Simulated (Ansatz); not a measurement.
Z-matrix (Å, degrees):
```
C
O 1 1.414
H 1 1.094 2 111.1
H 1 1.094 2 111.1 3 -121.3
H 1 1.090 2 107.7 3 119.5
Si 2 1.615 1 126.7 3 54.3
S 6 2.134 2 111.7 1 -52.6
F 6 1.583 2 105.6 1 -169.6
H 6 1.479 2 112.8 1 71.7
Si 7 2.117 6 98.0 2 105.6
F 10 1.600 7 110.5 6 -66.9
H 10 1.477 7 106.4 6 175.5
H 10 1.478 7 112.0 6 51.8
```

Total charge 0; spin multiplicity 1.

Task: List the ωB97M-V/def2-TZVPP orbital energies in eV (Ansatz). (Estimate.)

Result: Ansatz gave: Occupied: -2426.91, -1808.90, -1808.71, -677.80, -677.68, -526.59, -283.06, -220.96, -164.03, -163.99, -163.92, -149.75, -149.63, -103.91, -103.88, -103.84, -103.78, -103.75, -103.70, -36.35, -36.31, -31.71, -23.59, -22.43, -18.73, -18.18, -16.63, -16.22, -16.02, -15.74, -15.67, -15.42, -15.20, -14.90, -14.25, -12.62, -12.40, -11.86, -11.62, -10.96, -10.45. Lowest empty: 1.50, 2.17, 2.21, 2.41, 2.95, 3.28, 3.65, 4.14.
